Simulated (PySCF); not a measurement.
H6OSi2Te.
SMILES with atom numbers: `[OH:1][SiH2:2][Te:3][SiH3:4]` (hydrogens: H5 on O1; H6, H7 on Si2; H8, H9, H10 on Si4)

Computed by this run: PySCF 2.14.0, PBE0-D3(BJ)/def2-SVP geometry optimisation, gas phase, def2 core potentials past Kr; density fitting, grid level 1; the optimiser is geomeTRIC in internal coordinates, started from a GFN2-xTB structure with every atom displaced at random (about 0.01 Å).

Step 13: E = -25179.9647 eV
```
atom  x, y, z in Å  |  force x, y, z in eV/Å
O1      2.4008   -1.0228    0.1920   -0.408   0.098  -0.067
Si2     1.3630    0.2731   -0.0102    0.224  -0.309   0.003
Te3    -0.6037   -0.2971    1.4041   -0.038   0.102   0.052
Si4    -2.1094    0.0676   -0.5606    0.017   0.030  -0.069
H5      3.3255   -0.8478    0.0245    0.365   0.070  -0.065
H6      0.8619    0.4382   -1.4114    0.017  -0.041   0.001
H7      2.0965    1.5240    0.3568   -0.123   0.039   0.104
H8     -1.8137   -0.9005   -1.6581   -0.004  -0.019   0.029
H9     -1.9292    1.4497   -1.0912   -0.038   0.037  -0.011
H10    -3.5111   -0.1117   -0.0851   -0.011  -0.009   0.022
```

Step 14: E = -25179.9770 eV
```
atom  x, y, z in Å  |  force x, y, z in eV/Å
O1      2.5179   -0.9634    0.2891   -0.259   0.047  -0.050
Si2     1.3593    0.1941   -0.0353    0.159  -0.179   0.022
Te3    -0.6052   -0.4564    1.3540   -0.009   0.055   0.000
Si4    -2.1256    0.1058   -0.5542    0.017   0.012  -0.041
H5      3.4207   -0.7314    0.0641    0.195   0.056  -0.030
H6      0.9203    0.2083   -1.4663   -0.012  -0.018   0.003
H7      1.9078    1.5485    0.2847   -0.064   0.013   0.059
H8     -1.9139   -0.8169   -1.7088    0.006  -0.011   0.020
H9     -1.8756    1.5044   -1.0115   -0.030   0.022  -0.007
H10    -3.5251   -0.0204   -0.0548   -0.003   0.002   0.022
```

Step 15: E = -25179.9802 eV
```
atom  x, y, z in Å  |  force x, y, z in eV/Å
O1      2.5570   -0.9459    0.2914   -0.148   0.038  -0.052
Si2     1.3586    0.1633   -0.0480    0.112  -0.103   0.001
Te3    -0.6034   -0.5268    1.3248   -0.021   0.033   0.008
Si4    -2.1304    0.1139   -0.5544    0.008   0.006  -0.019
H5      3.4565   -0.6632    0.1071    0.097   0.030  -0.001
H6      0.9367    0.1526   -1.4839   -0.008  -0.014   0.001
H7      1.8414    1.5413    0.2774   -0.033   0.002   0.038
H8     -1.9806   -0.8109   -1.7167    0.012  -0.005   0.011
H9     -1.8299    1.5050   -1.0061   -0.023   0.012  -0.006
H10    -3.5251    0.0434   -0.0306    0.004   0.002   0.019
```

**Question.** Estimate the geometry and energy of step 16. (The exact step hangs on the optimiser's Hessian estimate; all steps are aligned on step 15, rigid shifts and turns removed.)

**Answer.** E = -25179.9829 eV, largest force 0.097 eV/Å
```
atom  x, y, z in Å  |  force x, y, z in eV/Å
O1      2.5642   -0.9556    0.2607   -0.082   0.022  -0.048
Si2     1.3660    0.1594   -0.0511    0.050  -0.057   0.004
Te3    -0.6037   -0.5222    1.3188   -0.008   0.026   0.001
Si4    -2.1361    0.1126   -0.5589    0.008   0.005  -0.003
H5      3.4667   -0.6495    0.1327    0.046   0.013   0.010
H6      0.9354    0.1722   -1.4840    0.001  -0.012   0.001
H7      1.8518    1.5295    0.3016   -0.017   0.001   0.021
H8     -2.0026   -0.8288   -1.7096    0.011   0.000   0.005
H9     -1.8352    1.4975   -1.0296   -0.012   0.005  -0.002
H10    -3.5258    0.0577   -0.0196    0.003  -0.002   0.012
```

The energy changes by -0.0027 eV. The first-order estimate −F·Δx gives -0.0035 eV and the mean of the old and new forces, exact on a quadratic surface, -0.0029 eV. The step makes an angle of 79° with the force vector and moves no atom by more than 0.033 Å.

The cost below is that of the whole optimisation. On one thread of an Arm Neoverse V2, shared host with 96 logical CPUs at a one-minute load of 70, this took 1.8 min and 0.45 GiB of memory at its peak.
